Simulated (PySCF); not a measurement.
**B⁺: excitation energy**

B⁺ [He] 2s2 (1S) → B⁺ [He] 2s1 3d1, s spin flipped, as a difference of total energies. All numbers are calculated (PySCF 2.14, the spin-free X2C one-electron Hamiltonian (Gaussian nucleus), in x2c-TZVPPall with one added diffuse shell each of s, p, d type (6s4p3d1f, 40 functions)). Correlated levels: valence and next inner shell: nothing frozen. The calculations carry no spin-orbit coupling.

```
                                method  excitation energy (eV)
                                   UHF                  17.437
    MP2 (valence and next inner shell)                  18.245
SCS-MP2 (valence and next inner shell)                  18.403
```

**Question.** How much does correlation contribute at MP2 (valence and next inner shell)?

**Answer.** 18.245 − (17.437) = 0.808 eV, measured against UHF.

The upper determinant mixes two multiplicities, so it lies between the two terms.

The promoted electron is Rydberg-like, and one or two diffuse shells describe it only roughly, which tends to raise the upper state.

The coupled-cluster amplitudes are large for the upper state (T1 above 0.03 or a double amplitude above 0.15), so a single reference is strained.
